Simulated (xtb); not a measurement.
H₄N₂O₂W, SMILES [NH]=[W]([OH])([NH2])=[O], multiplicity 1. All values are semi-empirical tight-binding results from xtb (GFN2-xTB unless named), good for trends rather than for accurate numbers. The structure is a stationary point at GFN2-xTB. The multiplicity is an assumed one; no other spin state was optimised. The structure was generated by enumeration; whether it is a known compound was not checked. One conformer was computed; it need not be the lowest.

For metal compounds this method's bond lengths and energies can be far off.

The orbital gap is 3.33 eV, the zero-point energy comes out as 30.8 kcal/mol and the G − E(el) at 298.15 K (modified RRHO) is 10.2 kcal/mol.
